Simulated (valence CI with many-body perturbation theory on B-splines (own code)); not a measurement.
**Os³⁶⁺: magnetic and hyperfine properties of the levels**

Calculated by valence CI with perturbative core correlation (CI+MBPT): four valence electrons over a frozen Dirac-Fock core [Kr], radial functions for each j: 7 s, 7 p, 8 d, 6 f, 4 g, 1 h, with the one-electron correlation potential Σ1, the two-electron term Σ2, the three-electron term Σ3, Breit, model QED; selected CI, second order for the rest, scaled by the run's own slope (own B-spline code, finite nucleus).

No measured spectrum was set against this ion. As an estimate, large intervals hold to a few tenths of a per cent, small ones and those within an open d or f shell to about a per cent. The list stops below the first excitations out of the core.

A/g_I is the dipole constant over the nuclear g factor μ/I (μ in nuclear magnetons, uniformly magnetised nucleus), B/Q the quadrupole constant per barn. Both hold the static response of the core; the bare values leave it out. Large factors of s and p1/2 electrons are usually good to 5 to 10 %; those of open d and f shells near neutrality can be off by tens of per cent, and small factors of p3/2, d and f electrons come from cancelling terms and can be off by a factor of two or in sign, in half-filled shells by more. B is blank for J = 1/2, where it vanishes, and for nearly pure S terms. Energies count from the lowest level. Levels with J = 0 are left out.

Levels are named by their leading jj configuration (3d3/2^4 stands for four electrons in 3d with j = 3/2), which in mixed levels can hold well under half, so a name can repeat and another be missing. Letters in brackets count levels of one name in rising energy.

| Level | E (eV) | g | A/g_I (MHz) | A/g_I bare | B/Q (MHz/b) | B/Q bare |
| --- | --- | --- | --- | --- | --- | --- |
| (4d3/2^3 4d5/2) J=1 | 17.158 | 1.497 | -2570 | -1470 | 5700 | 5460 |
| (4d3/2^3 4d5/2) J=4 | 22.305 | 1.076 | 17300 | 17200 | 1030 | 863 |
| (4d3/2^3 4d5/2) J=2 | 22.698 | 1.239 | 10700 | 11000 | 14900 | 14400 |
| (4d3/2^3 4d5/2) J=3 | 24.143 | 1.146 | 15100 | 15200 | 11500 | 11000 |
| (4d3/2^2 4d5/2^2) J=2 [a] | 38.542 | 1.235 | 5420 | 5810 | 11000 | 10600 |
| (4d3/2^2 4d5/2^2) J=4 [a] | 39.313 | 1.153 | 13700 | 13800 | -7200 | -7020 |
| (4d3/2^2 4d5/2^2) J=3 [a] | 39.829 | 1.162 | 11400 | 11600 | 2410 | 2310 |
| (4d3/2^2 4d5/2^2) J=5 | 41.795 | 1.083 | 15800 | 15700 | 14900 | 14300 |
| (4d3/2^2 4d5/2^2) J=1 | 43.143 | 1.103 | 18000 | 18000 | 1990 | 1890 |
| (4d3/2^2 4d5/2^2) J=6 | 43.246 | 1.077 | 16700 | 16700 | 18400 | 17700 |
| (4d3/2^2 4d5/2^2) J=3 [b] | 44.811 | 1.085 | 17700 | 17700 | 4390 | 4230 |
| (4d3/2^2 4d5/2^2) J=4 [b] | 45.043 | 1.033 | 18100 | 17900 | -5080 | -4840 |
| (4d3/2^2 4d5/2^2) J=2 [b] | 45.509 | 1.086 | 16200 | 16100 | 6880 | 6630 |
| (4d3/2^2 4d5/2^2) J=2 [c] | 50.454 | 0.992 | 21800 | 21500 | -2610 | -2550 |
| (4d3/2^2 4d5/2^2) J=4 [c] | 52.119 | 1.199 | 11900 | 12200 | 28700 | 27600 |
| (4d3/2^2 4d5/2^2) J=2 [d] | 56.675 | 1.149 | 15200 | 15400 | -7750 | -7420 |
| (4d3/2 4d5/2^3) J=4 [a] | 60.542 | 1.151 | 11600 | 11700 | -15100 | -14600 |
| (4d3/2 4d5/2^3) J=3 [a] | 60.842 | 1.184 | 8900 | 9130 | 2110 | 2090 |
| (4d3/2 4d5/2^3) J=1 [a] | 62.790 | 0.963 | 16300 | 15900 | 7140 | 6840 |
| (4d3/2 4d5/2^3) J=5 | 63.338 | 1.142 | 13500 | 13600 | -10400 | -10100 |
| (4d3/2 4d5/2^3) J=6 | 63.868 | 1.081 | 15600 | 15500 | 21200 | 20500 |
| (4d3/2 4d5/2^3) J=2 [a] | 66.435 | 1.063 | 17600 | 17400 | 14000 | 13500 |
| (4d3/2 4d5/2^3) J=3 [b] | 67.255 | 1.090 | 15400 | 15400 | 4700 | 4610 |
| (4d3/2 4d5/2^3) J=1 [b] | 72.698 | 1.422 | 2620 | 3500 | -11200 | -10800 |
| (4d3/2 4d5/2^3) J=3 [c] | 72.755 | 1.060 | 17000 | 16900 | 22900 | 22000 |
| (4d3/2 4d5/2^3) J=4 [b] | 73.441 | 1.047 | 17200 | 17100 | 21100 | 20400 |
| (4d3/2 4d5/2^3) J=2 [b] | 74.711 | 1.117 | 15000 | 15100 | -28300 | -27200 |
| (4d5/2^4) J=4 | 85.119 | 1.162 | 11300 | 11400 | -19800 | -19000 |
| (4d5/2^4) J=2 | 89.187 | 1.086 | 12200 | 12100 | 12600 | 12100 |

**Question.** Take the isotope of mass number 187, with I = 1/2, μ = 0.06442 μN. What is the hyperfine structure of (4d3/2^2 4d5/2^2) J=2 [a]?

**Answer.** From the table A = 699 MHz. Shifts from the centre of gravity in MHz: F = 3/2: -1050, F = 5/2: 699.
